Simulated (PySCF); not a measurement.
C₇H₇O (SMILES COc1[c]cccc1), doublet, at a GFN2-xTB geometry, with bond 12-5 at 1.6 times its length; SVWN5/STO-3G run with PySCF.

The PySCF input:
```python
from pyscf import gto, scf, dft

mol = gto.Mole()
mol.atom = '''
    C    -2.773054   -0.089309    0.157777
    O    -1.736538    0.618505   -0.473695
    C    -0.451503    0.264629   -0.211287
    C     0.569840    0.953873   -0.826548
    C     1.892731    0.711694   -0.660075
    C     2.267775   -0.320469    0.205002
    C     1.282768   -1.042490    0.847012
    C    -0.060778   -0.765400    0.651514
    H    -3.697208    0.363046   -0.198892
    H    -2.722603    0.006691    1.247782
    H    -2.762885   -1.150135   -0.115017
    H     3.093488    1.640355   -1.483870
    H     3.312993   -0.540687    0.361041
    H     1.557118   -1.843439    1.518795
    H    -0.804991   -1.350792    1.170427
'''
mol.basis = 'sto-3g'
mol.charge = 0
mol.spin = 1
mol.verbose = 4
mol.build()

mf = dft.UKS(mol)
mf.xc = 'lda,vwn'
mf.kernel()
mf.analyze()
```

The log (banner, timings and long lists left out):

```
PySCF version 2.14.0

[INPUT] verbose = 4
[INPUT] num. atoms = 15
[INPUT] num. electrons = 57
[INPUT] charge = 0
[INPUT] spin (= nelec alpha-beta = 2S) = 1
[INPUT] symmetry False subgroup None
[INPUT] Mole.unit = angstrom
[INPUT] Symbol           X                Y                Z      unit          X                Y                Z       unit  Magmom
[...]
nuclear repulsion = 333.154686204022
number of shells = 31
number of NR pGTOs = 141
number of NR cGTOs = 47
basis = sto-3g
ecp = {}

******** <class 'pyscf.dft.uks.UKS'> ********
method = UKS
initial guess = minao
damping factor = 0
level_shift factor = 0
DIIS = <class 'pyscf.scf.diis.CDIIS'>
diis_start_cycle = 1
diis_space = 8
diis_damp = 0
SCF conv_tol = 1e-09
SCF conv_tol_grad = None
SCF max_cycles = 50
direct_scf = True
direct_scf_tol = 1e-13
number electrons alpha = 29  beta = 28
XC library pyscf.dft.libxc version 7.1.2
    S. Lehtola, C. Steigemann, M. J. T. Oliveira, and M. A. L. Marques,  SoftwareX 7, 1–5 (2018)
XC functionals = lda,vwn
    P. A. M. Dirac,  Math. Proc. Cambridge Philos. Soc. 26, 376 (1930)
    F. Bloch,  Z. Phys. 57, 545 (1929)
    S. H. Vosko, L. Wilk, and M. Nusair,  Can. J. Phys. 58, 1200 (1980)
radial grids:
    Treutler-Ahlrichs [JCP 102, 346 (1995); DOI:10.1063/1.469408] (M4) radial grids

becke partition: Becke, JCP 88, 2547 (1988); DOI:10.1063/1.454033
pruning grids: <function nwchem_prune>
grids dens level: 3
symmetrized grids: False
atomic radii adjust function: <function treutler_atomic_radii_adjust>
small_rho_cutoff = 0
Set gradient conv threshold to 3.16228e-05
tot grids = 181568
init E= -339.80237142144

cycle= 1 E= -338.500108368116  delta_E=  1.3  |g|= 0.307  |ddm|= 3.97
cycle= 2 E= -337.913416642577  delta_E= 0.587  |g|= 0.877  |ddm|= 1.98
cycle= 3 E= -338.517453542514  delta_E= -0.604  |g|= 0.267  |ddm|= 1.81
cycle= 4 E= -338.570466756671  delta_E= -0.053  |g|= 0.0581  |ddm|= 0.478
cycle= 5 E= -338.571000724428  delta_E= -0.000534  |g|= 0.0605  |ddm|= 0.183
cycle= 6 E= -338.573577220045  delta_E= -0.00258  |g|= 0.0159  |ddm|= 0.0933
cycle= 7 E= -338.573753008353  delta_E= -0.000176  |g|= 0.00461  |ddm|= 0.0283
cycle= 8 E= -338.573768664351  delta_E= -1.57e-05  |g|= 0.0021  |ddm|= 0.0095
cycle= 9 E= -338.573772892188  delta_E= -4.23e-06  |g|= 0.00129  |ddm|= 0.00578
cycle= 10 E= -338.573774320576  delta_E= -1.43e-06  |g|= 0.000538  |ddm|= 0.00279
cycle= 11 E= -338.573774690055  delta_E= -3.69e-07  |g|= 0.000277  |ddm|= 0.00169
[...]
converged SCF energy = -338.573774787631  <S^2> = 0.76241724  2S+1 = 2.0123789
Total Energy =                        -338.573774787631180
[...]
spin_pop of  5 C 2s        0.00690
spin_pop of  5 C 2px       0.00270
spin_pop of  5 C 2py       0.01990
spin_pop of  5 C 2pz       0.01776
spin_pop of  6 C 1s        0.00000
spin_pop of  6 C 2s       -0.00095
spin_pop of  6 C 2px      -0.00204
spin_pop of  6 C 2py      -0.01088
spin_pop of  6 C 2pz      -0.01437
spin_pop of  7 C 1s        0.00000
spin_pop of  7 C 2s        0.00540
spin_pop of  7 C 2px       0.00253
spin_pop of  7 C 2py       0.01613
spin_pop of  7 C 2pz       0.01376
spin_pop of  8 H 1s        0.00078
spin_pop of  9 H 1s       -0.00018
spin_pop of  10 H 1s       -0.00018
spin_pop of  11 H 1s        0.17107
spin_pop of  12 H 1s        0.00344
spin_pop of  13 H 1s        0.00124
spin_pop of  14 H 1s        0.00754
 ** Mulliken Spin Density (per atom)  **
spin density of  0 C =     -0.00176
spin density of  1 O =      0.01419
spin density of  2 C =     -0.02439
spin density of  3 C =      0.88743
spin density of  4 C =     -0.11603
spin density of  5 C =      0.04726
spin density of  6 C =     -0.02825
spin density of  7 C =      0.03783
spin density of  8 H =      0.00078
spin density of  9 H =     -0.00018
spin density of  10 H =     -0.00018
spin density of  11 H =      0.17107
spin density of  12 H =      0.00344
spin density of  13 H =      0.00124
spin density of  14 H =      0.00754
 ** Mulliken pop alpha/beta on meta-lowdin orthogonal AOs **
 ** Mulliken pop       alpha | beta **
In total            29.00000 | 28.00000
 ** Mulliken atomic charges   ( Nelec_alpha | Nelec_beta ) **
charge of  0C =     -0.09635  (     3.04730      3.04906 )
charge of  1O =     -0.05064  (     4.03242      4.01822 )
charge of  2C =      0.04179  (     2.96691      2.99130 )
charge of  3C =     -0.03628  (     3.46186      2.57443 )
charge of  4C =     -0.03702  (     2.96049      3.07653 )
charge of  5C =     -0.08734  (     3.06730      3.02004 )
charge of  6C =     -0.07042  (     3.02109      3.04933 )
charge of  7C =     -0.11213  (     3.07498      3.03715 )
charge of  8H =      0.07937  (     0.46071      0.45992 )
charge of  9H =      0.06779  (     0.46601      0.46619 )
charge of  10H =      0.06779  (     0.46601      0.46619 )
charge of  11H =      0.03460  (     0.56823      0.39716 )
charge of  12H =      0.06707  (     0.46818      0.46474 )
charge of  13H =      0.06701  (     0.46711      0.46587 )
charge of  14H =      0.06475  (     0.47140      0.46386 )
Dipole moment(X, Y, Z, Debye): -1.33751, -1.04740,  0.92863
```
